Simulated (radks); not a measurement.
Results of a calculation; reference values are marked as such.
Species: S V. Configuration: [He] 2s2 2p5 3s2 3p1 (not the ground configuration). Code: a radial shooting solver on a logarithmic mesh with Libxc functionals. Model: non-relativistic Kohn-Sham, r2SCAN, spin-polarised, spherical densities, point nucleus; open shells are filled with parallel spins first; meta-GGA in the generalised Kohn-Sham scheme.

Local quantities along the radius. ELF = 1/(1 + alpha^2) is the electron localisation function; alpha = (tau - tau_W)/tau_unif compares the Pauli kinetic energy density with that of the uniform gas (summed over spins).

r (bohr),ELF,alpha
0.00719,1.000,0.01023
0.008042,1.000,0.01061
0.009067,1.000,0.01110
0.01022,1.000,0.01167
0.01153,1.000,0.01235
0.013,1.000,0.01317
0.01454,1.000,0.01408
0.01639,1.000,0.01527
0.01848,1.000,0.01674
0.02083,1.000,0.01857
0.0233,1.000,0.02071
0.02628,0.999,0.02362
0.02963,0.999,0.02741
0.0334,0.999,0.03242
0.03766,0.998,0.03919
0.04212,0.998,0.04782
0.0475,0.996,0.06073
0.05355,0.994,0.07946
0.06038,0.989,0.1074
0.06808,0.978,0.1500
0.07614,0.957,0.2115
0.08585,0.910,0.3151
0.0968,0.812,0.4809
0.1091,0.646,0.7401
0.1231,0.446,1.115
0.1376,0.298,1.534
0.1552,0.218,1.895
0.175,0.208,1.952
0.1973,0.265,1.667
0.2224,0.392,1.246
0.2488,0.549,0.9065
0.2805,0.697,0.6597
0.3163,0.792,0.5130
0.3566,0.841,0.4341
0.4021,0.860,0.4033
0.4497,0.853,0.4144
0.5071,0.810,0.4846
0.5717,0.689,0.6712
0.6446,0.442,1.123
0.7268,0.189,2.071
0.8129,0.093,3.114
0.9166,0.097,3.048
1.033,0.234,1.811
1.165,0.565,0.8780
1.303,0.801,0.4978
1.469,0.891,0.3496
1.657,0.906,0.3229
1.868,0.880,0.3691
2.106,0.805,0.4926
2.356,0.655,0.7250
2.656,0.393,1.243
2.995,0.145,2.432
3.377,0.033,5.446
3.807,0.005,13.99
4.258,0.001,38.65
4.801,0.000,134.3

On this mesh the ELF has minima near r = 0.17, 0.81 bohr, which separate the shells, and maxima near 0.40 (0.86), 1.7 (0.91).
